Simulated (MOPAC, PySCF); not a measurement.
Bond stretch in H5NSi, SMILES N[SiH3], singlet. The N2–H7 bond (N2 also carries H, Si; H7 carries nothing else) is varied alone, starting from the PBE0/def2-TZVP optimised geometry.

PM7, restricted, heats of formation (MOPAC); RHF/LANL2DZ = restricted Hartree-Fock/LANL2DZ, with its core potentials past Ne (PySCF); RHF/3-21G = restricted Hartree-Fock/3-21G in PySCF.

Energies are in kJ/mol, each relative to the lowest point of its own curve near equilibrium.

```
R / Å    PM7  RHF/LANL2DZ  RHF/3-21G
-----  -----  -----------  ---------
0.80    73.8        155.9      155.9
0.85    41.1         77.5       78.6
0.91    15.7         24.0       25.4
0.94     7.7          9.8       10.9
0.97     2.7            ?        2.8
1.01     0.0          0.0        0.0
1.04     0.8          3.4        2.7
1.06     2.5          7.7          ?
1.12    13.0         27.8       24.9
1.17    26.9         50.9       46.6
1.25    57.1         95.3       88.9
1.35   104.8        157.9      149.5
1.52   199.3        268.4      259.4
1.64       ?        343.7      335.9
1.83   373.1        453.5      449.0
2.01   460.7        545.0      544.3
2.24       ?        644.3      648.6
2.50       ?        734.9      744.9
2.69   672.7        788.7      802.4
3.03   726.2        863.6      882.4
3.51       ?        935.4      955.7
```

Problem. What belongs in the gaps?

Solution. 
- 0.97, RHF/LANL2DZ: 2.1
- 1.06, RHF/3-21G: 6.5
- 1.64, PM7: 268.6
- 2.24, PM7: 552.7
- 2.50, PM7: 630.5
- 3.51, PM7: 773.2

The restricted form behind PM7, RHF/LANL2DZ, RHF/3-21G keeps the bonding electrons paired and can't separate into open-shell fragments.
